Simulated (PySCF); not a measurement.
Silver: a sound run and one with changed settings

Sound run: Ag⁺ [Kr] 4d10, Ag²⁺ [Kr] 4d9. Computed with PySCF 2.14 in cc-pVTZ-PP with ECP28MDF, with a scalar-relativistic core potential. In the sound run the correlated levels freeze 4s2 4p6 outside the core potential. The sound run starts from symmetry-adapted Hartree-Fock orbitals and uses a fine grid where one is needed.

Changed run: initial guess atom, at most 50 SCF cycles.

```json
{"species": "Ag⁺", "method": "UHF", "sound run (hartree)": "-145.82166", "changed run (hartree)": "-145.82166", "converged": "yes"}
{"species": "Ag⁺", "method": "BP86", "sound run (hartree)": "-146.72684", "changed run (hartree)": "-146.72684", "converged": "yes"}
{"species": "Ag⁺", "method": "MN15", "sound run (hartree)": "-146.33274", "changed run (hartree)": "-146.33274", "converged": "yes"}
{"species": "Ag⁺", "method": "MP2", "sound run (hartree)": "-146.18204", "changed run (hartree)": "-146.18204", "converged": "yes"}
{"species": "Ag²⁺", "method": "UHF", "sound run (hartree)": "-145.09863", "changed run (hartree)": "-145.09863", "converged": "yes"}
{"species": "Ag²⁺", "method": "BP86", "sound run (hartree)": "-145.92428", "changed run (hartree)": "-145.92520", "converged": "yes"}
{"species": "Ag²⁺", "method": "MN15", "sound run (hartree)": "-145.52988", "changed run (hartree)": "-145.52988", "converged": "yes"}
{"species": "Ag²⁺", "method": "MP2", "sound run (hartree)": "-145.38543", "changed run (hartree)": "-145.38543", "converged": "yes"}
```

Ionisation energy of Ag⁺:

| method | sound run (eV) | changed run (eV) |
| --- | --- | --- |
| UHF | 19.675 | 19.675 |
| BP86 | 21.839 | 21.814 |
| MN15 | 21.847 | 21.847 |
| MP2 | 21.677 | 21.677 |
| SCS-MP2 | 21.465 | 21.465 |

Where the changed run lies lower, it found another determinant of the same configuration, with other orbitals of the open shell filled.

For comparison, NIST gives 21.484 eV between the lowest levels.
